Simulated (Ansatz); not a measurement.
Stepwise reaction of `NB(N)CO` with water, as a gas-phase model of exchange steps in deposition or etching. ΔE in kJ/mol.

Calculated with Ansatz (gas phase, PBE0-D4/def2-TZVP geometries, no zero-point term in ΔE). CBS: MP2 limit from def2 TZ/QZ plus the TZ coupled-cluster correction, frozen cores. This one scheme is used for every species. Functionals use def2-TZVPP. B3LYP here is the variant with VWN-RPA as its local correlation; programs differ in this. Each species was taken in one conformer, which may not be the lowest.

| step | reaction | PBE-D4 | B3LYP-D4 | ωB97M-V | CCSD(T)/CBS |
| --- | --- | --- | --- | --- | --- |
| 1 | `NB(N)CO` + H₂O → `NB(O)CO` + NH₃ | -20.4 | -22.6 | -23.0 | -20.8 |

Problem. Give the row of step 2, `NB(O)CO` + H₂O → `OCB(O)O` + NH₃. (Estimate.)

Solution. Computed: 
```
step                           reaction  PBE-D4  B3LYP-D4  ωB97M-V  CCSD(T)/CBS
   2  `NB(O)CO` + H₂O → `OCB(O)O` + NH₃   -39.9     -42.6    -43.5        -40.5
```

Problem. By hand: ΔE of the 2 steps together at CCSD(T)/CBS.

Solution. (-20.8) + (-40.5) = -61.3 kJ/mol, or -30.6 kJ/mol a step.

In ΔE each step is lower than the one before. All are downhill at CCSD(T)/CBS. PBE-D4 differs from CCSD(T)/CBS by 0.4 to 0.6 kJ/mol a step. Isolated molecules leave out the surface, adducts and barriers. Largest T1 diagnostic: 0.012.
